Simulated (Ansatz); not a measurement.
Program: Ansatz. Geometries: PBE0-D4/def2-TZVP. ΔE: electronic, gas phase. CBS: MP2 limit from def2 TZ/QZ plus the TZ coupled-cluster correction, frozen cores. DFT in def2-TZVPP. B3LYP here is the variant with VWN-RPA as its local correlation; programs differ in this. def2 core potentials past Kr. For Ge, Sn outer-core shells are correlated without core-valence functions, which leaves a few kJ/mol of doubt a bond. Scalar relativity is left out up to krypton. Each species was taken in one conformer, which may not be the lowest.

Consider the ligand exchange at a B–C bond: `B[CH2][SnH3]` + `S[CH2][GeH3]` → `BS[CH2][GeH3]` + `[CH3][SnH3]`.

`B[CH2][SnH3]`:

```xyz
10

B     0.097   -0.968    1.149
C    -0.724   -0.779   -0.108
Sn    0.325    1.067   -0.710
H     1.137   -1.566    1.113
H    -0.231   -0.440    2.175
H    -1.763   -0.461   -0.023
H    -0.564   -1.447   -0.954
H     1.011    0.777   -2.243
H     1.553    1.510    0.386
H    -0.842    2.307   -0.785
```

`S[CH2][GeH3]`:

Z-matrix (Å, degrees):
```
C
Ge 1 1.962
S 1 1.808 2 112.6
H 1 1.091 2 111.2 3 -125.2
H 1 1.092 2 108.8 3 116.5
H 2 1.541 1 110.6 3 176.5
H 2 1.539 1 108.3 3 56.9
H 2 1.535 1 109.4 3 -62.4
H 3 1.343 1 97.4 2 -52.6
```

`BS[CH2][GeH3]`:

```xyz
11

B    -1.824    0.957    0.836
S    -1.295   -0.710    0.762
C    -0.161   -0.798   -0.647
Ge    1.653   -0.214   -0.163
H    -2.581    1.221    1.718
H    -1.450    1.762    0.038
H    -0.137   -1.838   -0.974
H    -0.550   -0.192   -1.464
H     1.595    1.259    0.267
H     2.161   -1.076    1.001
H     2.590   -0.371   -1.375
```

`[CH3][SnH3]`:

Cartesian coordinates in Å:
```
C -0.914 -0.182 -0.675
Sn 0.785 0.156 0.581
H -1.647 0.611 -0.530
H -1.373 -1.139 -0.430
H -0.607 -0.194 -1.721
H 1.504 1.661 0.204
H 0.309 0.168 2.222
H 1.942 -1.081 0.351
```

(1) Is it downhill or uphill in electronic energy at CCSD(T)/CBS, and by how much? (Best estimate.)

(2) What do these levels give: r2SCAN-D4, PBE0-D4, B3LYP-D4, ωB97X-V, ωB97M-V, PBE, r2SCAN, PBE0, B3LYP, SCS-MP2/def2-TZVPP, CCSD/def2-TZVPP, MP2/def2-QZVPP? (Best estimate.)

Largest T1 diagnostic among the species: 0.013.

## Answers

(1) The calculation gave: Downhill: ΔE = -17.4 kcal/mol.

(2) Ansatz gave: r2SCAN-D4 -18.7, PBE0-D4 -18.2, B3LYP-D4 -18.4, ωB97X-V -18.1, ωB97M-V -17.5, PBE -18.7, r2SCAN -18.6, PBE0 -18.1, B3LYP -18.3, SCS-MP2/def2-TZVPP -17.7, CCSD/def2-TZVPP -17.5, MP2/def2-QZVPP -17.6 kcal/mol.
